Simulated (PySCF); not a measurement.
Electron correlation in B⁻ (boron, charge -1)

[He] 2s2 2p2, high-spin 3P determinant. All numbers are calculated (PySCF 2.14, no relativity, point nucleus, in aug-cc-pwCVDZ). Frozen: nothing; 6 electrons correlated.

| level | correlation energy (mhartree) |
| --- | --- |
| CCSD | -104.38 |
| (T) | -2.86 |
| CCSD(T) | -107.24 |
| CCSDT | -108.20 |

Diagnostics: T1 = 0.018, D1 = 0.0399, largest double amplitude 0.114.

Problem. Is a single reference adequate?

Solution. Mostly. T1 lies below 0.03, but a double amplitude of this size points to a near-degeneracy that CCSD handles and MP2 describes poorly.
